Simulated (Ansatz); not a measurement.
Compare A (`CC[N]([AlH2])[SiH3]`) with its isomer B (`C[SiH2][N](C)[AlH2]`).

Computed with Ansatz on PBE0-D4/def2-TZVP structures; ΔE is electronic, products minus reactants. CBS: MP2 limit from def2 TZ/QZ plus the TZ coupled-cluster correction, frozen cores. DFT in def2-TZVPP. B3LYP here is the variant with VWN-RPA as its local correlation; programs differ in this. Each species was taken in one conformer, which may not be the lowest.

A:

```xyz
15

C    -1.4867    1.2113   -0.0950
C    -0.8754   -0.0602   -0.6560
N     0.3389   -0.4830    0.0526
Al    0.2645   -1.8421    1.2081
Si    1.8007    0.3573   -0.3324
H    -2.3802    1.4908   -0.6592
H    -0.7836    2.0461   -0.1409
H    -1.7724    1.0717    0.9506
H    -1.6180   -0.8643   -0.6076
H    -0.6513    0.0806   -1.7218
H     1.5735   -2.2675    1.9849
H    -1.1471   -2.5433    1.3728
H     1.7787    1.7934    0.0680
H     2.9169   -0.3149    0.3799
H     2.0417    0.3240   -1.8041
```

B:

Z-matrix (Å, degrees):
```
C
Si 1 1.869
H 1 1.093 2 111.1
H 1 1.094 2 110.2 3 -119.8
H 1 1.093 2 111.5 3 120.8
N 2 1.733 1 113.0 3 -60.1
H 2 1.488 1 110.3 3 59.6
H 2 1.495 1 108.0 3 178.7
Al 6 1.783 2 123.8 1 118.6
C 6 1.462 2 115.8 1 -63.0
H 9 1.586 6 116.3 2 178.0
H 9 1.581 6 119.3 2 -2.3
H 10 1.097 6 111.6 2 -56.0
H 10 1.094 6 111.0 2 -175.7
H 10 1.096 6 112.0 2 64.5
```

Q: Which is lower in electronic energy at CCSD(T)/CBS, and by how much? (Estimate.)

A: The calculation gave: B, by 38.4 kJ/mol.

Q: Give E(B) − E(A) in kJ/mol with B3LYP-D4, HF/def2-TZVPP, B3LYP, CCSD/def2-TZVPP, PBE-D4, MP2/def2-TZVPP, ωB97M-V. (An estimate is asked.)

A: The calculation gave: B3LYP-D4 -38.7, HF/def2-TZVPP -35.7, B3LYP -40.2, CCSD/def2-TZVPP -37.0, PBE-D4 -39.7, MP2/def2-TZVPP -38.4, ωB97M-V -40.4. None reverses the order clearly.

Largest T1 diagnostic: 0.012.
